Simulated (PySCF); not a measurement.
TaF4, SMILES [F][Ta+]([F])([F])[F], charge +1, multiplicity 1.

The structure is a stationary point at PBE0-D3(BJ)/def2-SVP. The multiplicity is an assumed one; other spin states were not compared. The isomer is the one that the SMILES or the coordinates give; other isomers of the formula were not compared. The def2 effective core potentials stand for the cores of Ta; spin–orbit coupling is left out.

Level of theory: PBE0/def2-TZVP (PySCF).

Isolated molecule, no solvent.

Computed frontier levels, gap, dipole moment and polarisability:
* **highest occupied level**: -19.61 eV
* **lowest empty level**: -9.22 eV
* **orbital gap**: 10.39 eV
* **dipole moment about the centre of nuclear charge**: 0.00 D
* **mean static polarisability**: 29.5 bohr³ (4.37 Å³)
* **polarisability, principal values**: 29.5, 29.5, 29.5 bohr³
